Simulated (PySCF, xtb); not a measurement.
Ge(Cl)3(SH) (Cl₃GeHS), SMILES [Cl][Ge]([Cl])([Cl])[SH].

GFN2-xTB in xtb at its own geometry gives an orbital gap of 3.55 eV and a dipole moment of 1.02 D.

Geometry: B3LYP-D3(BJ)/def2-SVP. This is a generated structure with no PubChem entry under its InChIKey; it may be hypothetical. Other conformers were not sampled.

### Question
What does PBE0/def2-TZVP in PySCF give? (Estimate from the structure and the level; the computed values follow.)

### Answer
gap 6.08 eV (levels -8.38 and -2.30 eV), dipole 1.51 D.
